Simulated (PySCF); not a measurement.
An equivalent PySCF input for Bi (bismuth, neutral), [Xe] 4f14 5d10 6s2 6p3, high-spin 4S determinant, with a scalar-relativistic core potential:

```python
from pyscf import gto, scf, dft, mp, cc
import basis_set_exchange as bse
txt = bse.get_basis("aug-cc-pVDZ-PP", elements=["Bi"], fmt="nwchem", header=False)
cut = txt.index("\nECP")
mol = gto.M(atom="Bi 0 0 0", charge=0, spin=3, symmetry="D2h",
            basis=gto.basis.parse(txt[:cut]),
            ecp={"Bi": gto.basis.parse_ecp(txt[cut:])})
mf = dft.UKS(mol, xc="LDA,VWN")
mf.irrep_nelec = {'Ag': (4, 4), 'B1g': (1, 1), 'B2g': (1, 1), 'B3g': (1, 1), 'B1u': (2, 1), 'B2u': (2, 1), 'B3u': (2, 1)}
mf.kernel()
```

It reaches the same state as the run whose output follows, with an energy that differs only through the grid. The run itself started from symmetry-adapted Hartree-Fock orbitals and held the occupation by maximum overlap, on a logarithmic radial grid, so the iterations belong to that start.

```
SCF conv_tol = 1e-09
number electrons alpha = 13  beta = 10
XC functionals = LDA,VWN
    P. A. M. Dirac.,  Math. Proc. Cambridge Philos. Soc. 26, 376 (1930)
    F. Bloch.,  Z. Phys. 57, 545 (1929)
    S. H. Vosko, L. Wilk, and M. Nusair.,  Can. J. Phys. 58, 1200 (1980)
cycle= 1 E= -214.318343666002  delta_E= -0.0102  |g|= 0.0196  |ddm|= 0.454
cycle= 2 E= -214.318453197488  delta_E= -0.00011  |g|= 0.0102  |ddm|= 0.0394
cycle= 3 E= -214.318493527704  delta_E= -4.03e-05  |g|= 0.00149  |ddm|= 0.0279
cycle= 4 E= -214.318495139462  delta_E= -1.61e-06  |g|= 1.18e-05  |ddm|= 0.00728
cycle= 5 E= -214.318495139597  delta_E= -1.34e-10  |g|= 2.39e-07  |ddm|= 8.13e-05
converged SCF energy = -214.318495139597  <S^2> = 3.7509083  2S+1 = 4.0004541
```

Energies and moments cover only the electrons outside the core potential. Spin-orbit coupling, which splits the p, d and f shells strongly at this Z, is absent. Spin-orbit coupling is strong in this species (close to jj coupling), so the high-spin LS determinant is a model state, not a physical level.
